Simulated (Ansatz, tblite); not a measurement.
Spin states of the cluster Ag₂Au, each relaxed with r2SCAN-D4/def2-TZVP in Ansatz. Electronic energies in the gas phase.

In the def2 sets Ag, Au take a core potential; there is no spin–orbit coupling. The xTB rows come from tblite. Correlated methods freeze no core orbitals; core or outer-core shells of Au, Ag are correlated, in sets that lack core-valence functions. The structure comes from a short search, and lower isomers may exist.

Doublet geometry (C2v within 0.1 Å):

| atom | x (Å) | y (Å) | z (Å) |
| --- | --- | --- | --- |
| Au1 | -1.347 | 0.428 | -0.685 |
| Ag2 | 0.164 | -1.379 | 0.616 |
| Ag3 | 1.183 | 0.951 | 0.070 |

Quartet geometry (C2v within 0.1 Å):

Cartesian coordinates in Å:
```
Au -1.5142 -0.1621 0.4992
Ag 0.4043 -0.5509 -1.5251
Ag 1.1100 0.7130 1.0260
```

⟨S²⟩: doublet 0.76 at PBE0-D4/def2-TZVP (pure 0.75), quartet 3.76 at PBE0-D4/def2-TZVP (pure 3.75).

Only these spin states were relaxed.

```csv
level,quartet − doublet (kcal/mol),lowest of these
HF/def2-TZVP,36.8,doublet
PBE0-D4/def2-TZVP,59.2,doublet
CCSD/def2-TZVP,59.2,doublet
CCSD(T)/def2-TZVP,61.8,doublet
```

Task: Estimate the rows for GFN1-xTB, GFN2-xTB, r2SCAN0-D4/def2-TZVP, RPA@PBE/def2-TZVP.

Result: 
| level | quartet − doublet (kcal/mol) | lowest of these |
| --- | --- | --- |
| GFN1-xTB | 45.5 | doublet |
| GFN2-xTB | 52.5 | doublet |
| r2SCAN0-D4/def2-TZVP | 58.3 | doublet |
| RPA@PBE/def2-TZVP | 57.0 | doublet |

The xTB methods have no spin-polarisation term.
